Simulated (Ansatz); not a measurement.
The cluster Cu8Te4. Charge 0, multiplicity 1. Geometry PBE-D4/def2-SVP, basis def2-TZVP, Ansatz.

```xyz
12

Cu    1.494    0.535    0.937
Cu   -1.447    1.638   -1.112
Cu    0.904    1.686   -1.079
Cu   -0.912   -0.779   -0.843
Cu    1.517   -0.667   -1.412
Cu    0.633   -1.951    0.729
Cu   -2.255    0.464    0.845
Cu   -0.424   -0.245    2.140
Te   -1.951   -2.099    1.155
Te   -0.215    0.425   -3.053
Te    3.068   -1.351    0.456
Te   -0.411    2.344    1.236
```

| run | HOMO (eV) | LUMO (eV) |
| --- | --- | --- |
| A | -6.19 | -2.80 |
| B | -5.16 | -3.48 |
| C | -6.33 | -2.76 |
| D | -5.31 | -3.39 |

In the def2 sets Te takes a core potential; there is no spin–orbit coupling. Single mean-field runs in def2-TZVP are fitted with def2-universal-jkfit. Another isomer (singlet) lies 0.39 eV lower at PBE0-D4/def2-TZVP; other spin states weren't run for this one.

**Question.** The runs used PBE, PBE0, r2SCAN, r2SCAN0. Estimate which is which.

**Answer.** A PBE0 (25 % exact exchange); B PBE (0 % exact exchange); C r2SCAN0 (25 % exact exchange); D r2SCAN (0 % exact exchange). Exact exchange lowers occupied and raises empty levels; among semilocal functionals meta-GGAs tend to open the gap a little, and such runs are hard to tell apart. The gap grows from 1.67 eV (PBE) to 3.58 eV (r2SCAN0).
